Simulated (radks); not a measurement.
Spherical quantum dot in the effective-mass picture: electrons in a well V = -V0 / (1 + exp((r - R)/a)) with V0 = 18.6, R = 2.48, a = 0.18, all in effective atomic units (hartree* = m*/eps^2 hartree, bohr* = eps/m* bohr), one dielectric constant everywhere. Calculated with a radial shooting solver with Libxc functionals: non-relativistic Kohn-Sham, PBE, spin-polarised, spherical densities. Levels are named by radial order and angular momentum (1s, 1p, 1d, 2s, ...), and open shells are averaged over m.

N = 4, configuration 1s2 1p(up 2, down 0). This is the lowest configuration that the search found. Occupied and some empty levels:

level    occupation  eigenvalue (hartree*)  <r> (bohr*)
1s up             1                -15.566        1.288
1s down           1                -15.443        1.269
1p up             2                -14.789        1.475
1p down           0                -14.642        1.471
1d up             0                -13.741        1.605
1d down           0                -13.587        1.607
2s up             0                -12.995        1.239
2s down           0                -12.933        1.246
1f up             0                -12.468        1.706
1f down           0                -12.316        1.710

Energy (hartree*): total -65.2623, kinetic 4.4054, external -73.081, Hartree 5.2059, exchange-correlation -1.7926.
